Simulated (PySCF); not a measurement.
# One change at a time: excitation energies

Computed with TDDFT B3LYP/def2-SVPD, vertical, gas phase, core orbitals frozen in the response (PySCF). Geometries: GFN2-xTB; one conformer of each isolated species. Triplets are in the Tamm–Dancoff approximation. 'Strongest' means the level of largest summed f among the lowest 8 singlets; it needn't be the same kind of state in each.

Parent: `C=CC[C@H](F)C(=O)Cl`, with lowest singlet excitation energy 4.80 eV, mean static polarisability 77.6 au, oscillator strength of the strongest level 0.10, HOMO energy -7.79 eV. Its spectrum: 4.80 eV (f 0.005); 5.34 eV (f 0.004); 6.10 eV (f 0.001); 6.63 eV (f 0.016); 7.06 eV (f 0.070).

Shifts from the parent:

| change | SMILES | Δ S1 (eV) | Δ α (au) | Δ f (strongest) | Δ HOMO (eV) |
| --- | --- | --- | --- | --- | --- |
| vinyl replaced by CF3 | O=C(Cl)[C@@H](F)CC(F)(F)F | +0.14 | -8.4 | +0.02 | -1.17 |
| Cl replaced by F | C=CC[C@H](F)C(=O)F | +0.70 | -13.3 | +0.14 | -0.06 |

**Question.** Predict the same shifts for this change: vinyl replaced by F (`O=C(Cl)[C@@H](F)CF`).

**Answer.** Δ lowest singlet excitation energy +0.01 eV, Δ mean static polarisability -21.8 au, Δ oscillator strength of the strongest level +0.01, Δ HOMO energy -0.97 eV. Spectrum: 258 nm (f 0.001); 207 nm (f 0.001); 190 nm (f 0.023); 180 nm (f 0.021); 169 nm (f 0.024). All changes raise S1, and it rises most with Cl replaced by F (+0.70 eV). S1 is simply the lowest singlet of each species and needn't be the same kind of state throughout.

Lowest levels of each derivative:
- `O=C(Cl)[C@@H](F)CF`: 4.81 eV (f 0.001); 6.00 eV (f 0.001); 6.54 eV (f 0.023)
- `O=C(Cl)[C@@H](F)CC(F)(F)F`: 4.94 eV (f 0.000); 6.01 eV (f 0.000); 6.70 eV (f 0.031)
- `C=CC[C@H](F)C(=O)F`: 5.50 eV (f 0.010); 6.04 eV (f 0.001); 7.21 eV (f 0.057)
